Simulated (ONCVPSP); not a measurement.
## Pseudopotential generation for cerium: ONCV, LDA (Perdew-Zunger), scalar-relativistic.

ONCVPSP 4.0.1 input, shortened (lines: element, Z, core and valence counts, functional; n l f; lmax; l rc ep ncon nbas qcut; lloc lpopt rc5 dvloc0; l nproj debl; icmod fcfact rcfact), LDA (Perdew-Zunger), scalar-relativistic:

```
  Ce 58.00   10    4        3      upf
    1    0    2.00
    2    0    2.00
    2    1    6.00
    3    0    2.00
    3    1    6.00
    3    2   10.00
    4    0    2.00
    4    1    6.00
    4    2   10.00
    5    0    2.00
    4    3    1.00
    5    1    6.00
    5    2    1.00
    6    0    2.00
    3
    0    3.80    0.00    4    7    1.40
    1    1.70    0.00    4    7    5.60
    2    3.55    0.00    4    8    4.50
    3    1.55    0.00    4    9   11.20
    4    5    1.05    1.00
    0    2    1.10
    1    2    3.30
    2    2    2.10
    3    1    1.70
    3    2.00    1.45
```

Does the generator finish with these settings?

Yes, a potential is produced and its reference levels are reproduced.

Estimate the cutoffs (Ha) at which the residual kinetic energy of the hardest occupied pseudo-wave falls to 1 and 0.1 mHa per electron.

52 Ha and 57 Ha.

What does a ghost test show?

Ghosts flagged at negative energy: s at -268.1 eV, s at -20.1 eV; GHOST(+) flagged for p at 72.0 eV, d at 198.2 eV. A true bound ghost makes a file unfit for plane-wave use.

Which valence shell sets the plane-wave cutoff?

4f: 52 Ha for 1 mHa per electron, against 15 Ha for 5p.

Tests: 4f1 5p6 5d1 6s1; 4f1 5p6 5d1 6s0; 4f1 5p6 5d0 6s0; 4f1 5p6 5d2 6s0. Which has the largest error in its energy relative to the reference configuration, and how large is it?

4f1 5p6 5d0 6s0, with +62 meV (all-electron minus pseudo) on +36.96 eV.
